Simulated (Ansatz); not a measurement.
`[AlH2]/[CH]=C1/C[SiH2]1` → `CC1=C[SiH]1[AlH2]`  (isomerisation)

Isolated molecules relaxed with PBE0-D4/def2-TZVP in Ansatz; ΔE leaves out vibrations. CCSD(T)/CBS adds triple-zeta CCSD(T) − MP2 to the extrapolated MP2 energy (def2 sets, frozen cores). DFT in def2-TZVPP. B3LYP here is the variant with VWN-RPA as its local correlation; programs differ in this.

| level | ΔE (kJ/mol) |
| --- | --- |
| r2SCAN-D4 | -24.9 |
| PBE0-D4 | -31.6 |
| B3LYP-D4 | -19.8 |
| B3LYP | -22.8 |
| MP2/def2-QZVPP | -21.3 |
| SCS-MP2/def2-QZVPP | -20.6 |
| MP2/CBS(def2) | -21.6 |
| CCSD/CBS(def2) | -23.6 |

**Question.** What does CCSD(T)/CBS give? (Estimate.)

**Answer.** Ansatz gave: -23.7 kJ/mol. The listed levels differ from it by -1.2, -7.9, 3.9, 0.9, 2.4, 3.1, 2.1, 0.1 kJ/mol.

Largest T1 diagnostic among the species: 0.014.

The D4 term adds +3.0 kJ/mol with B3LYP and +1.4 kJ/mol with PBE0; it sums over pairs of atoms, weighted by their polarisabilities, and B3LYP, whose exchange is more repulsive, gets the larger term.
